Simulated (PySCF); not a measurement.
Vertical excitations of a molecule C2H10OSi2 from TDDFT-ωB97X/def2-SVPD (PySCF), as energy in eV (oscillator strength): 7.30 (0.042), 7.43 (0.012), 7.53 (0.027), 7.99 (0.006), 8.24 (0.349), 8.35 (0.049), 8.37 (0.225), 8.56 (0.016), 8.60 (0.051), 8.66 (0.067). Lowest triplet (TDA): 6.47 eV. Geometry optimised at B3LYP-D3(BJ)/def2-SVP. The values are those of a single conformer.

### Question
Pick the molecule that these values belong to.
A. C[SiH](C)[SiH2]O
B. CO[SiH2][SiH2]C
C. C[SiH2]OC[SiH3]
D. OCC[SiH2][SiH3]

### Answer
D, OCC[SiH2][SiH3]
